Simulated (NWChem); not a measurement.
# C$_{2}$H$_{5}$BO$_{3}$; SMILES CB(O)OC=O

```xyz
11

C     -0.4036    -2.2974     0.0005
B      0.1128    -0.8190     0.0008
O      1.4175    -0.4759     0.0006
O     -0.9092     0.2043     0.0006
C     -0.6287     1.5134    -0.0003
O      0.4860     2.0110    -0.0007
H     -1.0535    -2.4843     0.8813
H     -1.0365    -2.4885    -0.8918
H      0.4272    -3.0275     0.0095
H      1.4910     0.5144     0.0001
H     -1.5665     2.1238    -0.0006
```
Atoms are numbered in this order, from 1.

Program: NWChem. Pople sets run with spherical d functions. Geometry: optimised at PBE-D3(BJ)/def2-SVP. Atomic charges in e: unrestrained fits to the electrostatic potential beside Mulliken populations; buried atoms are poorly determined by the fit.

Problem. What does the run give for Hartree-Fock/6-31G*? Quantities: ESP C1; Mulliken C1; ESP B2; Mulliken B2; ESP O3; Mulliken O3; ESP O4; Mulliken O4; ESP C5; Mulliken C5; relative RMS misfit of the potential (%).

Solution. 
- ESP C1: -0.49
- Mulliken C1: -0.75
- ESP B2: 1.00
- Mulliken B2: 0.87
- ESP O3: -0.85
- Mulliken O3: -0.76
- ESP O4: -0.66
- Mulliken O4: -0.65
- ESP C5: 0.78
- Mulliken C5: 0.59
- relative RMS misfit of the potential (%): 21
